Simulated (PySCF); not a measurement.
**Run times: terbium in even-tempered 20s15p10d4f4g**

Measured wall times of calculations with PySCF 2.14 in an even-tempered Gaussian basis (20 s from 1.1 bohr⁻², ratio 2.5; 15 p from 1.4 bohr⁻², ratio 2.5; 10 d from 1.4 bohr⁻², ratio 2.5; 4 f from 8.8 bohr⁻², ratio 2.7; 4 g from 13 bohr⁻², ratio 2.7), with scalar relativity by spin-free X2C-1e, run from one Python driver. Hardware: 2 threads of Neoverse-V2 on a shared host, 2.6 GiB allowed. The two-electron integrals over 179 functions were computed once and kept in memory (1.9 CPU seconds with the set-up); the times below exclude them. Kohn-Sham runs start from converged Hartree-Fock orbitals.

Launch command (the driver calls PySCF for each step listed in the task file):

```bash
OMP_NUM_THREADS=2 python atomrun2.py TASK.json OUT
```

```csv
species,step,iterations,wall time (s)
Tb¹⁹⁺ [Kr] 4d10,UHF with spin-orbit constants,1,14
Tb¹⁹⁺ [Kr] 4d10,LDA,6,2.5
Tb¹⁹⁺ [Kr] 4d10,PBE,5,2.9
Tb¹⁹⁺ [Kr] 4d10,PBE0,5,5.7
Tb¹⁹⁺ [Kr] 4d10,r2SCAN,5,6.9
Tb¹⁹⁺ [Kr] 4d10,MP2 (18 electrons),,4.2
Tb²⁰⁺ [Kr] 4d9,UHF with spin-orbit constants,5,16
Tb²⁰⁺ [Kr] 4d9,LDA,5,2.1
Tb²⁰⁺ [Kr] 4d9,PBE,5,2.8
Tb²⁰⁺ [Kr] 4d9,PBE0,5,5.6
Tb²⁰⁺ [Kr] 4d9,r2SCAN,4,5.8
Tb²⁰⁺ [Kr] 4d9,MP2 (17 electrons),,4.1
```

Peak memory of the process: 1.5 GiB. Times on a shared host vary from run to run.
